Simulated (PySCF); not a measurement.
C₇H₁₀.
Z-matrix (Å and degrees, B3LYP/def2-SV(P) geometry), rows numbered from 1:
```
C 
C   1  1.3391
C   2  1.5229  1  126.21
C   3  1.5501  2  104.84  1   149.37
C   4  1.5272  3  105.02  2    26.00
C   5  1.5008  4  117.81  3    48.86
C   2  1.4911  1  125.93  3   175.10
H   1  1.0966  2  121.35  3  -179.42
H   1  1.0966  2  121.48  3     0.52
H   3  1.1025  2  112.32  1    26.28
H   3  1.1067  2  109.91  1   -92.01
H   4  1.1050  3  112.46  2   149.29
H   4  1.1051  3  110.08  2   -91.09
H   5  1.0957  4  118.33  3  -157.56
H   6  1.0960  5  117.09  7  -106.07
H   6  1.0971  5  119.96  7   108.79
H   7  1.0948  2  118.74  1   -15.94
```

Computed, not measured: B3LYP/def2-SV(P) geometry optimisation, gas phase in PySCF 2.14.0.

Masses are those of the commonest isotopes; rigid-rotor values at the optimised geometry. The values belong to one conformer with, in the numbering `[CH2:1]=[C:2]1[CH2:3][CH2:4][C@@H:5]2[CH2:6][C@H:7]12`, C1–C2–C3–C4 149°, C2–C3–C4–C5 26°, C3–C4–C5–C6 49°, C4–C5–C6–C7 -96°.

Q: What are A, B and C (cm⁻¹)?

A: Ia = 113.63, Ib = 185.45, Ic = 252.71 u·Å²; 505379 MHz·u·Å²/I gives 4448, 2725 and 2000 MHz, that is A = 0.14836, B = 0.09090, C = 0.06671 cm⁻¹.

Q: What kind of rotor is it?

A: An asymmetric top; Ray's κ = -0.407.

Q: Is it planar, by Δ = Ic − Ia − Ib?

A: Not planar: Δ = Ic − Ia − Ib = -46.36 u·Å². For a rigid frame Δ = −2 Σ m c², so Σ m c² = 23.18 u·Å² lies off the ab plane: 10.17 from hydrogen and 13.01 from heavier atoms. The atom farthest from that plane is 1.69 Å away.

Q: Give the other two planar moments, Paa and Pbb, and the rms extents of the mass along the axes.

A: Paa = Σ m a² = (Ib + Ic − Ia)/2 = 162.27 and Pbb = Σ m b² = (Ia + Ic − Ib)/2 = 90.45 u·Å². With the mass M = 94.08 u, the rms extents √(P/M) along a, b and c are 1.31, 0.98, 0.50 Å.

Q: Which types of transition are allowed, and where do some lines up to J = 5 fall?

A: The dipole components are |μa| = 0.68 D, |μb| = 0.18 D, |μc| = 0.07 D. Intensities carry the squares of the components, which stand as 1.00 : 0.07 : 0.01 (a : b : c). Some lines, for components of 0.1 D or more:

```json
{"type": "a", "branch": "Q", "J(Ka,Kc)": "1(1,0) ← 1(1,1)", "MHz": "725", "lower level (cm⁻¹)": "0.215"}
{"type": "b", "branch": "Q", "J(Ka,Kc)": "1(1,0) ← 1(0,1)", "MHz": "2448", "lower level (cm⁻¹)": "0.158"}
{"type": "a", "branch": "Q", "J(Ka,Kc)": "3(1,2) ← 3(1,3)", "MHz": "4321", "lower level (cm⁻¹)": "0.939"}
{"type": "b", "branch": "R", "J(Ka,Kc)": "2(0,2) ← 1(1,1)", "MHz": "7542", "lower level (cm⁻¹)": "0.215"}
{"type": "b", "branch": "Q", "J(Ka,Kc)": "3(2,2) ← 3(1,3)", "MHz": "8536", "lower level (cm⁻¹)": "0.939"}
{"type": "b", "branch": "R", "J(Ka,Kc)": "4(2,2) ← 3(3,1)", "MHz": "10475", "lower level (cm⁻¹)": "1.575"}
{"type": "a", "branch": "R", "J(Ka,Kc)": "3(0,3) ← 2(0,2)", "MHz": "13502", "lower level (cm⁻¹)": "0.467"}
{"type": "b", "branch": "R", "J(Ka,Kc)": "3(1,3) ← 2(0,2)", "MHz": "14165", "lower level (cm⁻¹)": "0.467"}
{"type": "a", "branch": "R", "J(Ka,Kc)": "4(0,4) ← 3(0,3)", "MHz": "17502", "lower level (cm⁻¹)": "0.917"}
{"type": "a", "branch": "R", "J(Ka,Kc)": "4(3,2) ← 3(3,1)", "MHz": "19196", "lower level (cm⁻¹)": "1.575"}
{"type": "b", "branch": "R", "J(Ka,Kc)": "5(1,4) ← 4(2,3)", "MHz": "21234", "lower level (cm⁻¹)": "1.849"}
{"type": "a", "branch": "R", "J(Ka,Kc)": "5(0,5) ← 4(0,4)", "MHz": "21431", "lower level (cm⁻¹)": "1.501"}
{"type": "b", "branch": "R", "J(Ka,Kc)": "5(1,5) ← 4(0,4)", "MHz": "21564", "lower level (cm⁻¹)": "1.501"}
{"type": "a", "branch": "R", "J(Ka,Kc)": "5(4,2) ← 4(4,1)", "MHz": "24034", "lower level (cm⁻¹)": "2.694"}
{"type": "b", "branch": "R", "J(Ka,Kc)": "3(3,1) ← 2(2,0)", "MHz": "24520", "lower level (cm⁻¹)": "0.757"}
{"type": "a", "branch": "R", "J(Ka,Kc)": "5(3,2) ← 4(3,1)", "MHz": "24561", "lower level (cm⁻¹)": "2.222"}
{"type": "b", "branch": "R", "J(Ka,Kc)": "5(3,3) ← 4(2,2)", "MHz": "32728", "lower level (cm⁻¹)": "1.925"}
{"type": "b", "branch": "R", "J(Ka,Kc)": "4(4,0) ← 3(3,1)", "MHz": "33543", "lower level (cm⁻¹)": "1.575"}
{"type": "b", "branch": "R", "J(Ka,Kc)": "5(4,2) ← 4(3,1)", "MHz": "38170", "lower level (cm⁻¹)": "2.222"}
```

No B3LYP/def2-SV(P) frequencies stand behind this structure, so it isn't proved a minimum. Constants of a rigid frame at the computed geometry: no zero-point averaging, no centrifugal distortion.

Hardware: one thread, Intel Xeon 6975P-C (x86_64), no GPU, shared host with 192 logical CPUs at a one-minute load of 54. Cost: 24 s, 0.55 GiB resident at most. That covers the optimisation of the geometry.
